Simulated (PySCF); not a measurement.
# Magnetisability: `C=COC[C@@H](C)F`, C5H9FO

Geometry (Å), atoms numbered from 1 in this order:
```xyz
16

C     1.512   -0.539   -2.515
C     1.714   -0.769   -1.228
O     0.949   -0.434   -0.159
C    -0.191    0.368   -0.362
C    -1.437   -0.486   -0.641
C    -1.851   -1.313    0.562
F    -2.465    0.372   -0.990
H     0.653   -0.024   -2.906
H     2.237   -0.868   -3.235
H     2.589   -1.302   -0.878
H    -0.040    1.084   -1.176
H    -0.340    0.922    0.571
H    -1.266   -1.125   -1.517
H    -2.124   -0.658    1.386
H    -2.704   -1.939    0.314
H    -1.018   -1.941    0.865
```

Method used: GIAO PBE/pcSseg-1 magnetisability, rotational g tensor and spin-rotation constants, non-relativistic, gas phase (PySCF 2.14.0). Geometry: GFN2-xTB, dihedral held. The dihedral C5–C4–O3–C2 is held at 90°.

Problem. How diamagnetic is it, and how anisotropic?

Solution. Isotropic -1078 × 10⁻³⁰ J/T², or -64.9 × 10⁻⁶ cm³/mol; principal values -1118, -1085, -1031 × 10⁻³⁰ J/T², anisotropy 76 × 10⁻³⁰ J/T² (root of half the summed squared differences of the principal values). The susceptibility is in cgs units.

Problem. Split it along the inertial axes a, b, c into diamagnetic and paramagnetic parts about the centre of mass, with the quadrupole moment.

Solution. 
```csv
axis,χ (10⁻⁶ cm³/mol),diamagnetic (10⁻⁶ cm³/mol),paramagnetic (10⁻⁶ cm³/mol),summed x² of all electrons (Å²),quadrupole Θ (D Å)
a,-65.0,-352.2,287.2,173.3,-0.64
b,-63.4,-857.6,794.1,54.2,-0.68
c,-66.2,-965.0,898.7,28.9,+1.32
```
Anisotropies 2χaa − χbb − χcc = -0.4 and 2χbb − χaa − χcc = +4.4 × 10⁻⁶ cm³/mol. Θ is traceless in Buckingham's convention.

Problem. And the rotational g tensor?

Solution. 
| axis | rotational constant (GHz) | g | nuclear part | electronic part |
| --- | --- | --- | --- | --- |
| a | 4.7068 | -0.0259 | 0.6091 | -0.6350 |
| b | 1.5412 | -0.0096 | 0.5654 | -0.5750 |
| c | 1.3492 | -0.0074 | 0.5623 | -0.5697 |

Asymmetric top; isotopes 12C, 19F, 1H, 16O; no vibrational averaging.
